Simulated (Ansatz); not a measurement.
`C=C[Si](C)(F)Cl` + `[OH][AlH2]` → `C[Si](F)(Cl)[O][AlH2]` + ethylene  (ligand exchange at the Si–C bond)

Calculated with Ansatz (gas phase, PBE0-D4/def2-TZVP geometries, no zero-point term in ΔE). CCSD(T)/CBS adds triple-zeta CCSD(T) − MP2 to the extrapolated MP2 energy (def2 sets, frozen cores). This one scheme is used for every species. Functionals use def2-TZVPP. One conformer a species, not always the lowest.

CCSD(T)/CBS gives -1.39 eV.

Q: Another level gave -1.41 eV. Which?
A. PBE0/def2-TZVPP
B. SCS-MP2/def2-TZVPP
C. PBE/def2-TZVPP
D. MP2/def2-TZVPP

A: B. SCS-MP2/def2-TZVPP -1.41, PBE -1.24, PBE0 -1.32, MP2/def2-TZVPP -1.37 eV.

Largest T1 diagnostic among the species: 0.012.

From PBE to PBE0 (25 % exact exchange), in def2-TZVPP and without D4, ΔE moves by −0.08 eV. In def2-TZVPP, CCSD(T) changes the Hartree–Fock value by +0.24 eV (the triples alone add +0.04 eV) and MP2 by +0.27 eV.
